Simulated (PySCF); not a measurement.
C₃H₇Si, charge +1, multiplicity 1.

```xyz
11

C     -1.3061     0.0054     0.0000
C     -0.3286    -0.0034     1.2341
Si     1.0472     0.0009     0.0000
C     -0.3286    -0.0034    -1.2341
H     -1.9454     0.9085     0.0000
H     -1.9644    -0.8840     0.0000
H     -0.3817    -0.8978     1.8959
H     -0.3806     0.8780     1.9128
H      2.5534     0.0116     0.0000
H     -0.3806     0.8780    -1.9128
H     -0.3817    -0.8978    -1.8959
```
Charge +1, spin multiplicity 1.

Coordinates come from a PBE-D3(BJ)/def2-SVP optimisation. The multiplicity is an assumed one; other spin states were not compared. The isomer is the one that the SMILES or the coordinates give; other isomers of the formula were not compared.

Level of theory: KT2/pcSseg-1 in PySCF. Non-relativistic, no solvent.

Question: Give the absolute GIAO shielding of each atom: isotropic value and principal components (ppm). (Estimate from the structure and the level; the computed values follow.)

Answer: 
| atom | σ(iso) | σ11 | σ22 | σ33 | span |
|---|---|---|---|---|---|
| C1 | 149.7 | 126.9 | 160.2 | 162.0 | 35.1 |
| C2 | 120.1 | 104.4 | 117.3 | 138.5 | 34.1 |
| Si3 | -84.6 | -316.9 | -236.7 | 299.8 | 616.7 |
| C4 | 120.1 | 104.4 | 117.3 | 138.5 | 34.1 |
| H5 | 27.2 | 23.1 | 26.5 | 31.8 | 8.8 |
| H6 | 27.2 | 23.0 | 26.5 | 31.9 | 8.9 |
| H7 | 27.0 | 23.2 | 25.9 | 31.8 | 8.6 |
| H8 | 27.0 | 23.2 | 25.9 | 31.9 | 8.6 |
| H9 | 21.1 | 18.2 | 20.4 | 24.7 | 6.5 |
| H10 | 27.0 | 23.2 | 25.9 | 31.9 | 8.6 |
| H11 | 27.0 | 23.2 | 25.9 | 31.8 | 8.6 |
